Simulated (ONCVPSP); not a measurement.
# How hard is this Pd (Z = 46) ONCV potential?

Pd, optimised norm-conserving Vanderbilt (ONCV), made with ONCVPSP 4.0.1 (PBEsol, fully relativistic). Core [Kr], reference 4d9 5s1. Waves: 5s: rc 2.35 bohr, ncon 5, nbas 9, qcut 2.9 1/bohr, 2 projectors, debl 0.9 Ha; p scattering state at 0.39 Ha: rc 2.15 bohr, ncon 4, nbas 7, qcut 3.3 1/bohr, 2 projectors, debl 3.8 Ha; 4d: rc 1.35 bohr, ncon 5, nbas 9, qcut 8.5 1/bohr, 3 projectors, debl 0.5 Ha. Local part: polynomial inside 1.30 bohr (lpopt 3, dvloc0 1 Ha). Core correction: Teter function fitted to the true core (icmod 2), fcfact 0.3.

Open shells are filled in proportion to 2j + 1.

Task: For each optimised wave give the share of its norm inside rc, the residual kinetic energy above qcut (Ha) and the cutoffs (Ha) for errors of 10, 1, 0.1 and 0.01 mHa per electron.

Result:

| wave | norm inside rc | residual KE | 10 mHa | 1 mHa | 0.1 mHa | 0.01 mHa |
| --- | --- | --- | --- | --- | --- | --- |
| 5s | 0.264 | 4.3e-04 | 2.3 | 3.7 | 7.6 | 23.1 |
| s projector 2 | 0.239 | 4.1e-03 | 3.6 | 25.0 | 49.8 | 56.0 |
| p projector 1 j=3/2 | 0.087 | 1.4e-03 | 1.1 | 10.1 | 29.8 | 38.6 |
| p projector 2 j=3/2 | 0.152 | 1.8e-01 | 38.5 | 46.0 | 61.8 | 95.8 |
| p projector 1 j=1/2 | 0.107 | 1.9e-03 | 0.9 | 14.3 | 30.3 | 41.5 |
| p projector 2 j=1/2 | 0.157 | 1.8e-01 | 39.1 | 46.5 | 63.3 | 98.6 |
| 4d j=5/2 | 0.496 | 1.1e-04 | 23.4 | 30.1 | 36.3 | 92.4 |
| d projector 2 j=5/2 | 0.045 | 1.4e-05 | 16.2 | 24.3 | 31.2 | 37.1 |
| d projector 3 j=5/2 | 0.051 | 2.7e-05 | 17.8 | 25.7 | 32.5 | 40.4 |
| 4d j=3/2 | 0.509 | 1.3e-04 | 23.8 | 30.6 | 37.4 | 116.6 |
| d projector 2 j=3/2 | 0.044 | 1.6e-05 | 16.4 | 24.6 | 31.4 | 37.5 |
| d projector 3 j=3/2 | 0.050 | 3.0e-05 | 18.0 | 26.0 | 32.8 | 44.9 |

The occupied waves need 31 Ha and 37 Ha for 1 and 0.1 mHa. Note: ghosts flagged at negative energy: s at -21.5 eV, d5/2 at -137.2 eV, d3/2 at -106.9 eV; GHOST(+) flagged for p3/2 at 102.1 eV, p1/2 at 106.8 eV. A true bound ghost makes a file unfit for plane-wave use.
